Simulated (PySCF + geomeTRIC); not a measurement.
A geometry relaxed with M06-2X/def2-TZVP run with PySCF + geomeTRIC, charge 0, multiplicity 1:

```xyz
10

H     -1.9904     1.3311    -0.9003
H      2.1012    -1.4647     0.2279
H      1.8394     0.2785    -1.3939
H      2.7769     0.7777     0.7648
H     -1.4339    -0.8936    -1.5916
B     -0.1012     0.1544     0.7785
Si    -1.7065    -0.0430    -0.4107
H     -0.2554     0.3845     1.9361
H     -2.9170    -0.5508     0.2716
Si     1.7615    -0.0287     0.0523
```

Write the SMILES of this molecule.

`[SiH3]B[SiH3]`
